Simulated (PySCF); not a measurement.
A GIAO shielding run with PySCF 2.14.0 with density-fitted response routines (density fitting, non-relativistic, gas phase) on SMILES c1c([CH2+])cccc1N(C)C, [C9H12N]+:

```
$ OMP_NUM_THREADS=1 python probes_run.py task.json out

{"job": {"kind": "nmr", "xc": "PBE0", "basis": "pcSseg-1"}, "charge": 1, "multiplicity": 1}
C      2.996859     1.386328     0.604374
C      2.055904     0.483306     0.179346
C      2.473329    -0.738611    -0.447213
C      1.523131    -1.632600    -0.869093
C      0.168105    -1.368185    -0.695915
C     -0.302962    -0.175763    -0.080755
N     -1.625657     0.053456     0.075507
C     -2.609130    -0.903792    -0.373297
C     -2.076713     1.271310     0.703393
C      0.667773     0.738392     0.348531
H      2.716854     2.314033     1.078053
H      4.050901     1.197162     0.478532
H      3.525893    -0.933081    -0.575622
H      1.818205    -2.556054    -1.343114
H     -0.539109    -2.102878    -1.045230
H     -2.540740    -1.064937    -1.451923
H     -2.490325    -1.862210     0.138066
H     -3.604960    -0.529571    -0.154233
H     -1.697022     1.348100     1.725527
H     -3.161724     1.283570     0.744145
H     -1.747941     2.147323     0.138392
H      0.388918     1.664088     0.821679
```

Hardware: 1 thread of an Arm Neoverse N1, shared host. The job also computes population analyses, field gradients, ring-centre shieldings.

(1) How large is the calculation?

(2) How long does it take, and how much memory does it need?

Results:

(1) 72 electrons, 230 basis functions and 1179 auxiliary functions.

(2) 120 s of wall time, with 15 SCF cycles and 6 response iterations; peak memory 1.1 GiB. Times on a shared host scatter by some tens of per cent.
